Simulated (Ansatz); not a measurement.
CHCl2, doublet, geometry from GFN2-xTB; Ansatz (a program for electronic structure) with CASSCF(5,4)/cc-pVDZ.

Here is a job for Ansatz.
Ansatz 0.2 input:
```yaml
crystal:
  periodic: [false, false, false]
  atoms:
    - {symbol: C, position_ang: [0.14277263, -0.00896264, 0.68359394]}
    - {symbol: Cl, position_ang: [-0.04722300, 1.45620990, -0.14607964]}
    - {symbol: Cl, position_ang: [-0.05344861, -1.45182812, -0.18290682]}
    - {symbol: H, position_ang: [0.85478161, -0.02071447, 1.49120632]}
basis:
  gaussian:
    orbitals: cc-pVDZ
hamiltonian:
  xc: hf
correlation: {active_space: {window: {electrons: 5, orbitals: 4}}}
magnetization: {spin_polarized: false, initial_magnetization: 1}
```

Q: Write the output that Ansatz gives for this input, abridged.

A: 
```
Functional definition: HF
569 factors; integrals over basis functions are off by at most 1.0e-3 eV
mean field evaluation 1: about -26051.0462 eV, gradient 1.5e1 eV
mean field evaluation 2: about -26051.1188 eV, gradient 1.5e1 eV
mean field evaluation 4: about -26052.1016 eV, gradient 2.9e0 eV
mean field evaluation 8: about -26052.1526 eV, gradient 1.9e-1 eV
mean field -26052.15284811 eV, -957.3989583845 hartree, gradient 2.4e-6 eV, S^2 0.750000; 0 other end points of the search recorded, 0 dependent functions left out
reference -26052.15284811 eV, -957.3989583845 hartree; 21, 20 occupied and 34, 35 virtual orbitals, 569 factors
state -26052.71976308 eV, -957.4197921255 hartree
Total energy: -26052.71976308 eV, -957.4197921255 hartree
```
